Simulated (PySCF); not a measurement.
Simulation results for H5NOSi2

All values are calculated (PySCF 2.14.0). Calculation on a computer-drawn molecule: the log of a Hartree-Fock and frozen-core CCSD(T) single point meant for a local Hartree-Fock minimum, with one planted fault or none, to be diagnosed. Offsets are logged minus clean, where the clean run is the same molecule without the fault. The reference is restricted for singlets and unrestricted otherwise, and also for a bond in bohr or an excited solution. Adding or removing an electron swaps singlet and doublet. The excited solution moves the top pair (singlet) or top alpha electron (doublet) to the lowest empty orbital. Highest occupied and lowest empty are orbital energies over both spins, largest force is the largest gradient component, triples share is (T) over the correlation energy, the T1 limit is 0.02 restricted and 0.045 unrestricted, electrons count all cores, a negative frequency is imaginary (commonest isotopes), and the dipole is about the centre of nuclear charge.

```yaml
- formula: H5NOSi2
  logged_structure:
    atoms_angstrom:
      - ["N", 2.6464, 2.2918, 0.3113]
      - [Si, 2.3725, 0.8141, 1.1011]
      - [O, 2.2713, -0.1754, -0.2355]
      - [Si, 2.0511, -1.6942, -0.8176]
      - [H, 2.7639, 3.1536, 0.8092]
      - [H, 2.7088, 2.4069, -0.6842]
      - [H, 3.2407, -2.1013, -1.5945]
      - [H, 0.8648, -1.7168, -1.6989]
      - [H, 1.8471, -2.6542, 0.2905]
  given:
    meant_charge: 0
    meant_multiplicity: 1
    meant_basis: "cc-pV(D+d)Z"
    logged_electrons: 48
    logged_basis_functions: 99
    logged_SCF_converged: "yes"
    logged_spin_squared: 2.0052
    "logged_highest_occupied [eV]": -6.3117
    "logged_lowest_empty [eV]": 0.51029
    "logged_largest_force [hartree/bohr]": 0.028659
    logged_T1_diagnostic: 0.015863
    logged_D1_diagnostic: 0.067872
    logged_triples_share: 0.02352
    logged_CC_converged: "yes"
    "logged_dipole_magnitude [debye]": 1.1435
    logged_SCF_stable_within_its_kind: "yes"
    "logged_energy_HF [hartree]": -710.09887
    "logged_energy_CCSD(T) [hartree]": -710.66451
    possible_faults: "no fault, one electron removed, one electron added, multiplicity raised by two, geometry at a saddle point, SCF held on an excited solution, minimal basis STO-3G, one bond length entered in bohr, all coordinates scaled"
    drawn_bonds_atom: [1, 2, 3, 1, 1, 4, 4, 4]
    drawn_bonds_other_atom: [2, 3, 4, 5, 6, 7, 8, 9]
    drawn_bonds_order: [1, 1, 1, 1, 1, 1, 1, 1]
  results:
    planted_fault: "multiplicity raised by two"
    "HF_energy_offset_from_clean_run [kcal/mol]": 58.32
    "CCSD(T)_energy_offset_from_clean_run [kcal/mol]": 77.65
```
